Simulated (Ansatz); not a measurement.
`CO[SiH](C)O[Si](O)(O)O` + H₂Se → `CO[SiH](C)[SeH]` + orthosilicic acid  (ligand exchange at the Si–O bond)

Computed with Ansatz on PBE0-D4/def2-TZVP structures; ΔE is electronic, products minus reactants. CBS: MP2 limit from def2 TZ/QZ plus the TZ coupled-cluster correction, frozen cores. This one scheme is used for every species. DFT in def2-TZVPP. B3LYP here is the variant with VWN-RPA as its local correlation; programs differ in this. For Se outer-core shells are correlated without core-valence functions, which leaves a few kJ/mol of doubt a bond. Scalar relativity is left out up to krypton. Each species was taken in one conformer, which may not be the lowest.

| level | ΔE (eV) |
| --- | --- |
| PBE0-D4 | 0.51 |
| ωB97X-V | 0.63 |
| PBE0 | 0.48 |
| B3LYP | 0.63 |
| MP2/def2-TZVPP | 0.57 |
| MP2/def2-QZVPP | 0.55 |
| SCS-MP2/def2-QZVPP | 0.62 |
| HF/CBS(def2) | 0.83 |

(1) What does CCSD(T)/CBS give? (Estimate.)

Largest T1 diagnostic among the species: 0.011.

Results:

(1) The calculation gave: +0.59 eV. The listed levels differ from it by -0.08, 0.04, -0.11, 0.04, -0.02, -0.04, 0.03, 0.24 eV.

The D4 term adds +0.03 eV with B3LYP and +0.03 eV with PBE0; it sums over pairs of atoms, weighted by their polarisabilities, and B3LYP, whose exchange is more repulsive, gets the larger term. In def2-TZVPP, CCSD(T) changes the Hartree–Fock value by −0.16 eV (the triples alone add −0.03 eV) and MP2 by −0.23 eV. From PBE to PBE0 (25 % exact exchange), in def2-TZVPP and without D4, ΔE moves by +0.05 eV.
